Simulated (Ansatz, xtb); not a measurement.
## Two conformers of FH3NOSi

Structure a: `N[Si](O)F`, a doublet. Structure b: `N[Si](O)F`, a doublet. Both are isolated molecules in the gas phase, relaxed with PBE0-D3(BJ)/pcseg-1.

a (Å):

```yaml
atoms:
  - { symbol: F, position_ang: [1.5326, -0.0454, 1.0832] }
  - { symbol: N, position_ang: [-1.0971, 0.0685, 1.1612] }
  - { symbol: O, position_ang: [0.3567, 2.4029, 0.9541] }
  - { symbol: Si, position_ang: [0.3293, 0.9042, 1.6576] }
  - { symbol: H, position_ang: [-1.1105, -0.9435, 1.2443] }
  - { symbol: H, position_ang: [-2.0005, 0.4597, 1.4068] }
  - { symbol: H, position_ang: [0.1767, 2.4197, 0.0027] }
```

b (Å):

```xyz
7

F     0.4258    2.7566    2.1918
N    -0.2296    0.6012    3.8815
O     0.8263    0.3612    1.3675
Si    0.8607    1.2832    2.7464
H    -1.1683    0.3434    3.5882
H    -0.2134    0.9000    4.8491
H     1.0093   -0.5758    1.5081
```

Energies in hartree; the thermal terms are from PBE0-D3(BJ)/pcseg-1 harmonic frequencies (ideal gas, rigid rotor, one conformer each, 298.15 K, 1 atm) and include the zero-point energy:

|  | a | b |
| --- | --- | --- |
| E, CCSD(T)/def2-SVP | −519.902618 | −519.901291 |
| E, MP2/def2-SVP | −519.867879 | −519.866865 |
| E, MP2/def2-TZVPP | −520.465121 | −520.464046 |
| zero-point energy | 0.042535 | 0.042551 |
| H(298 K) − E | 0.049208 | 0.049264 |
| G(298 K) − E | 0.013384 | 0.013409 |

Q: Correct the CCSD(T) difference for the basis set by the MP2 change, then work out ΔE, ΔE₀, ΔH and ΔG for a → b in kJ/mol (1 Eh = 2625.50 kJ/mol) and the equilibrium ratio [b]/[a].

A: 1. Differences b − a: CCSD(T) +0.001327, MP2 in the small set +0.001014, MP2 in the large set +0.001075 Eh.
2. ΔE = +0.001327 + (+0.001075 − (+0.001014)) = +0.001388 Eh = +3.64 kJ/mol.
3. ΔE₀ = ΔE + ΔZPE = +0.001388 + (+0.000016) Eh = +3.69 kJ/mol.
4. ΔH = ΔE + (+0.000056) Eh = +3.79 kJ/mol.
5. ΔG = ΔE + (+0.000025) Eh = +3.71 kJ/mol, so ΔS = (ΔH − ΔG)/T = +0.3 J/(mol K).
6. kT = 0.9442 mEh, so K = [b]/[a] = exp(−ΔG/kT) = exp(−1.50) ≈ 0.22.

The two are too close for this level to say which is favoured. An error of 4 kJ/mol in ΔG would change K by a factor of 5. Mirror images and further conformers aren't counted.

Other levels gave ΔE = +4.8 (PBE0-D3(BJ)/pcseg-1); +2.4 (HF/def2-SVP); +2.7 (MP2/def2-SVP); +3.5 (CCSD(T)/def2-SVP) kJ/mol. Open shells are spin-unrestricted. The correlated steps freeze 8 core orbitals. Programs: Ansatz 0.2.0.
